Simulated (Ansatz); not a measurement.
A structure relaxed at PBE-D4/def2-SVP in Ansatz, charge 0, doublet:

Cartesian coordinates in Å:
```
Bi 1.086 0.157 1.355
Bi 0.612 0.392 -1.585
Bi -1.450 1.456 0.351
Te -0.248 -2.006 -0.121
```

Question: Give its formula and point group.

Answer: Bi₃Te. Point group Cs (tolerance 0.1 Å).

Question: Summarise the bond lengths by kind (pairs closer than 1.2 times the sum of covalent radii, bridged metal pairs left out).

Answer: 2 × Bi–Bi 3.02 Å; 2 × Bi–Te 2.94 Å.

In the def2 sets Bi, Te take a core potential; there is no spin–orbit coupling. The structure comes from a short search, and lower isomers may exist.
